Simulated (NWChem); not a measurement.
System: C3H3BFN; SMILES FB1C=CC=N1

The following NWChem deck was run.

```
start job
memory heap 200 mb stack 900 mb global 1100 mb
geometry units angstroms noautoz
  F      0.040206    -2.068982     0.000000
  B      0.008923    -0.750949     0.000000
  C      1.250641     0.242002     0.000000
  C      0.659837     1.446739     0.000000
  C     -0.849955     1.239815     0.000000
  N     -1.260710     0.024737     0.000000
  H      2.320862     0.069462     0.000000
  H      1.124244     2.429918     0.000000
  H     -1.541797     2.088289     0.000000
end
basis spherical
  * library def2-svp
end
dft
  xc b3lyp
  iterations 150
  mulliken
end
task dft energy
```

NWChem printed, in part:

```
             Northwest Computational Chemistry Package (NWChem) 7.3.0
             --------------------------------------------------------

 CS  symmetry detected

                             Geometry "geometry" -> ""
                             -------------------------

 Output coordinates in angstroms (scale by  1.889725989 to convert to a.u.)

  No.       Tag          Charge          X              Y              Z
 ---- ---------------- ---------- -------------- -------------- --------------
    1 F                    9.0000     0.03925556    -2.06804003     0.00000000
    2 B                    5.0000     0.01088581    -0.74994111     0.00000000
    3 C                    6.0000     1.25479544     0.24026297     0.00000000
    4 C                    6.0000     0.66665564     1.44630285     0.00000000
    5 C                    6.0000    -0.84359002     1.24271636     0.00000000
    6 N                    7.0000    -1.25702964     0.02854919     0.00000000
    7 H                    1.0000     2.32463247     0.06535795     0.00000000
    8 H                    1.0000     1.13323457     2.42845300     0.00000000
    9 H                    1.0000    -1.53355500     2.09271742     0.00000000

 Effective nuclear repulsion energy (a.u.)     192.9509078916

      Symmetry information
      --------------------

 Group name             Cs
 Group number              2
 Group order               2
 No. of unique centers     9

                                 NWChem DFT Module
                                 -----------------

 Summary of "ao basis" -> "ao basis" (spherical)
 ------------------------------------------------------------------------------
       Tag                 Description            Shells   Functions and Types
 ---------------- ------------------------------  ------  ---------------------
 F                          def2-svp                 6       14   3s2p1d
 B                          def2-svp                 6       14   3s2p1d
 C                          def2-svp                 6       14   3s2p1d
 N                          def2-svp                 6       14   3s2p1d
 H                          def2-svp                 3        5   2s1p

      Symmetry analysis of basis
      --------------------------

        a'         72
        a"         27

            General Information
            -------------------
          SCF calculation type: DFT
          Wavefunction type:  closed shell.
          No. of atoms     :     9
          No. of electrons :    42
           Alpha electrons :    21
            Beta electrons :    21
          Charge           :     0
          Spin multiplicity:     1
          Use of symmetry is: on ; symmetry adaption is: on
          Maximum number of iterations: 150
          AO basis - number of functions:    99
                     number of shells:    45
          Convergence on energy requested:  1.00D-06
          Convergence on density requested:  1.00D-05
          Convergence on gradient requested:  5.00D-04

              XC Information
              --------------
                         B3LYP Method XC Potential
                     Hartree-Fock (Exact) Exchange  0.200
                        Slater Exchange Functional  0.800 local
                    Becke 1988 Exchange Functional  0.720 non-local
              Lee-Yang-Parr Correlation Functional  0.810
                  VWN I RPA Correlation Functional  0.190 local

             Grid Information
             ----------------
          Grid used for XC integration:  medium
          Radial quadrature: Mura-Knowles
          Angular quadrature: Lebedev.
          Tag              B.-S. Rad. Rad. Pts. Rad. Cut. Ang. Pts.
          ---              ---------- --------- --------- ---------
          F                   0.50       49          12.0       434
          B                   0.85       49          10.0       434
          C                   0.70       49          10.0       434
          N                   0.65       49          10.0       434
          H                   0.35       45          11.0       434
          Grid pruning is: on
          Number of quadrature shells:   429
          Spatial weights used:  Erf1

      Superposition of Atomic Density Guess
      -------------------------------------

 Sum of atomic energies:        -292.41295625

      Non-variational initial energy
      ------------------------------

 Total energy =    -295.589710
 1-e energy   =    -780.515325
 2-e energy   =     291.974707
 HOMO         =      -0.325678
 LUMO         =      -0.116654

      Symmetry analysis of molecular orbitals - initial
      -------------------------------------------------

  Numbering of irreducible representations:

     1 a'          2 a"

  Orbital symmetries:

     1 a'          2 a'          3 a'          4 a'          5 a'
     6 a'          7 a'          8 a'          9 a'         10 a'
    11 a'         12 a'         13 a'         14 a"         15 a'
    16 a'         17 a"         18 a'         19 a'         20 a'
    21 a"         22 a"         23 a"         24 a'         25 a"
    26 a'         27 a'         28 a'         29 a'         30 a'
    31 a'

     ---------------------------------------------
      Total Density - Mulliken Population Analysis
     ---------------------------------------------

    Atom       Charge   Shell Charges
 -----------   ------   -------------------------------------------------------
    1 F    9     9.34   1.99  1.15  0.72  3.50  1.98  0.00
    2 B    5     4.35   1.99  0.83  0.13  1.08  0.16  0.17
    3 C    6     6.23   1.99  0.98  0.31  2.00  0.92  0.03
    4 C    6     6.06   1.99  0.98  0.31  1.90  0.84  0.04
    5 C    6     5.61   1.99  0.96  0.28  1.65  0.66  0.06
    6 N    7     7.67   1.99  1.10  0.52  2.53  1.51  0.02
    7 H    1     0.90   0.67  0.21  0.03
    8 H    1     0.92   0.67  0.22  0.02
    9 H    1     0.93   0.69  0.23  0.02

[...]
```

Level: B3LYP/def2-SVP. Geometry: optimised at B3LYP/6-31G* (spherical d). B3LYP is NWChem's, with the RPA form of VWN correlation.
